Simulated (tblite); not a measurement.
Compound: CH4FNSi2.
Numbering: `[C-:1]#[N+:2][SiH2:3][SiH2:4][F:5]` (hydrogens: H6, H7 on Si3; H8, H9 on Si4)
Bond orders are those of one Lewis drawing.

Computed with GFN2-xTB (tblite), gas phase: L-BFGS steps from a force-field or distance-geometry start until the largest atomic force falls under 0.01 eV/Å.

The end geometry, which sets the zero of energy:
```
atom  x, y, z in Å
C1      2.4168    1.0061   -1.4969
N2      1.7699    0.4122   -0.7231
Si3     0.7696   -0.4477    0.4130
Si4    -1.4004    0.1901   -0.0292
F5     -2.3108   -0.6519    1.0075
H6      1.1176   -1.8490    0.1549
H7      1.3307   -0.0460    1.7076
H8     -1.7391    1.5776    0.2729
H9     -1.9408   -0.1855   -1.3318
```

Task: These geometries come from the run, each turned onto the end geometry. Order them by energy, lowest first.
A.
```
atom  x, y, z in Å
C1      2.4745    1.3674   -1.0823
N2      1.8084    0.5802   -0.5253
Si3     0.7576   -0.5409    0.2938
Si4    -1.4165    0.1373   -0.0611
F5     -2.1597    0.0418    1.3710
H6      1.1130   -1.8197   -0.3312
H7      1.2670   -0.5137    1.6673
H8     -1.6305    1.5230   -0.4624
H9     -2.2003   -0.7696   -0.8950
```
B.
```
atom  x, y, z in Å
C1      2.4349    1.4605   -1.0351
N2      1.7674    0.6474   -0.5430
Si3     0.7501   -0.5452    0.2462
Si4    -1.4215    0.0929   -0.0224
F5     -2.0935    0.1329    1.4286
H6      1.0233   -1.8656   -0.3210
H7      1.1647   -0.5384    1.6467
H8     -1.4520    1.4382   -0.5373
H9     -2.1599   -0.8168   -0.8879
```
C.
```
atom  x, y, z in Å
C1      2.4007    1.4318   -1.0294
N2      1.7739    0.5854   -0.5173
Si3     0.7552   -0.5702    0.2880
Si4    -1.3838    0.1218   -0.0819
F5     -2.1096    0.1177    1.3563
H6      1.0904   -1.8444   -0.3530
H7      1.2369   -0.5216    1.6705
H8     -1.5390    1.4888   -0.5315
H9     -2.2112   -0.8034   -0.8269
```
D.
```
atom  x, y, z in Å
C1      2.5074    1.1856   -1.2704
N2      1.7982    0.5102   -0.6269
Si3     0.7567   -0.4954    0.3373
Si4    -1.4187    0.1591   -0.0507
F5     -2.2229   -0.3181    1.2658
H6      1.1319   -1.8362   -0.1257
H7      1.2608   -0.2814    1.6972
H8     -1.6815    1.5917   -0.1075
H9     -2.1184   -0.5096   -1.1443
```
E.
```
atom  x, y, z in Å
C1      2.4845    1.0861   -1.3953
N2      1.7987    0.4531   -0.6871
Si3     0.7628   -0.4702    0.3627
Si4    -1.4118    0.1780   -0.0471
F5     -2.2582   -0.5233    1.1326
H6      1.1369   -1.8497    0.0436
H7      1.2646   -0.1374    1.6986
H8     -1.7061    1.5941    0.1200
H9     -2.0579   -0.3248   -1.2531
```

Result: E (0.005 eV), D (0.009 eV), A (0.018 eV), C (0.038 eV), B (0.130 eV).

In the order of the answer:

| step | E above end (eV) | largest force (eV/Å) | rms force component (eV/Å) | rms distance from end (Å) | rms bond change (Å) | bond most changed (Å) |
| --- | --- | --- | --- | --- | --- | --- |
| 63 | 0.005 | 0.13 | 0.051 | 0.131 | 0.002 | Si4–H8 -0.004 |
| 58 | 0.009 | 0.19 | 0.051 | 0.292 | 0.001 | Si4–H8 -0.002 |
| 39 | 0.018 | 0.16 | 0.044 | 0.543 | 0.001 | Si3–H7 -0.002 |
| 7 | 0.038 | 0.26 | 0.101 | 0.593 | 0.011 | Si3–Si4 -0.026 |
| 4 | 0.130 | 1.47 | 0.386 | 0.606 | 0.014 | Si3–Si4 -0.025 |

What follows is the cost of the whole relaxation. Hardware: one thread of an Arm Neoverse V2 (shared host). Cost: 0.3 s wall.
